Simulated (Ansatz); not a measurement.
Born–Oppenheimer molecular dynamics of CH5F2NOSi (11 atoms, charge 0, multiplicity 1). It starts at the highest image of a converged band. Of that band: Neighbouring images differ by up to 1.9 eV, so the band resolves the path poorly. A vibrational analysis at the climbing image gives one clearly imaginary mode, 1513i cm⁻¹: a first-order saddle point.

Level of theory: Ansatz, RKS PBE0-D4/def2-SVP.

```yaml
ensemble: NVE (velocity Verlet)
time_step: 0.5 fs
steps_asked: 200
starting_velocities_drawn_for: 100 K
seed: 4227
```

First frame:

```xyz
11
Properties=species:S:1:pos:R:3
N 0.089 -1.656 0.549
C 0.947 -0.319 0.273
F 1.819 -0.675 -0.727
Si -0.153 1.124 -0.012
O -0.732 1.288 -1.556
F -1.419 0.738 0.965
H 0.194 -2.343 -0.198
H -0.874 -1.446 0.815
H 0.895 -1.335 1.270
H 0.386 2.425 0.461
H -1.086 2.142 -1.821
```

Task: How far do the bonds stretch over the last three quarters of this one trajectory? (Pairs bonded in most of those frames.)

Result: 
```csv
bond,mean (Å),spread (Å),shortest,longest
N1–C2,1.471,0.075,1.35,1.63
N1–H7,1.023,0.013,0.99,1.05
N1–H8,1.025,0.011,1.00,1.05
C2–F3,1.373,0.031,1.31,1.45
C2–Si4,1.924,0.061,1.82,2.04
Si4–O5,1.645,0.014,1.62,1.67
Si4–F6,1.634,0.015,1.61,1.66
Si4–H10,1.493,0.031,1.44,1.55
O5–H11,0.962,0.003,0.95,0.97
```

Mean temperature of the second half: 1363 K. The conserved energy stayed within 2.3 meV per atom of its start (net change 0.69 meV per atom), so there is no drift, though single steps change it by up to 26 meV in the whole system, a sign of fast motions only just resolved. The system heated up, since it started high on the potential surface and ran downhill. A run of 0.1 ps of so small a system gives no equilibrium averages. The orbitals stay closed-shell, which can raise the energy where a bond breaks towards radicals; this wasn't checked here.

The run took 9.2 min on 2 threads of Arm Neoverse V2, with other jobs on the host, peak memory 0.26 GiB.
